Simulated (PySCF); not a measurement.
Cartesian coordinates (Å):
SMILES: F[B]F
```xyz
3

F      1.1378    -0.2127     0.0000
B     -0.0005     0.4279     0.0000
F     -1.1374    -0.2152     0.0000
```
Charge 0, spin multiplicity 2.

Task: Predict the highest occupied spin orbital, total energy and dipole moment from PBE0-D4/def2-TZVP (PySCF 2.14.0).

Result: 
```yaml
highest_occupied_spin_orbital: -7.26 eV
total_energy: -224.4465 Ha
dipole_moment: 0.27 D
```
